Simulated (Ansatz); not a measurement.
`C[O][Ge]([CH3])([OH])[Cl]`, relaxed with RKS PBE0-D4/def2-TZVP in Ansatz 0.2.0 from a GFN2-xTB geometry. The force threshold is 0.005 eV/Å; the program also tests the step.

Total charge 0; spin multiplicity 1.

Start:

```xyz
13

C    -0.251   -2.045    0.648
O     0.054   -1.187   -0.431
Ge    0.562    0.513   -0.334
C    -0.840    1.838    0.134
O     1.108    0.827   -1.949
Cl    2.232    0.585    0.984
H    -1.245   -1.834    1.048
H    -0.232   -3.063    0.256
H     0.483   -1.958    1.452
H    -0.498    2.822   -0.168
H    -1.754    1.597   -0.399
H    -1.030    1.837    1.203
H     1.410    0.067   -2.445
```

By how much does the energy fall, and how many steps does the optimiser take? (An estimate is asked.)

Computed: 0.09 eV, in 10 steps.

Which bonds change most? (Estimate.)

Ansatz gave: Ge3–C4 from 1.985 to 1.924 Å; Ge3–Cl6 from 2.129 to 2.163 Å; Ge3–O5 from 1.734 to 1.755 Å; O2–Ge3 from 1.776 to 1.763 Å.

Give the relaxed structure. (Estimate.)

Computed: 
```xyz
13

C    -0.241   -1.957    0.686
O     0.000   -1.216   -0.491
Ge    0.504    0.472   -0.423
C    -0.851    1.726    0.116
O     1.041    0.861   -2.048
Cl    2.178    0.554    0.945
H    -1.097   -1.566    1.249
H    -0.470   -2.983    0.389
H     0.633   -1.972    1.345
H    -0.440    2.734    0.081
H    -1.698    1.653   -0.565
H    -1.176    1.507    1.133
H     1.617    0.187   -2.417
```
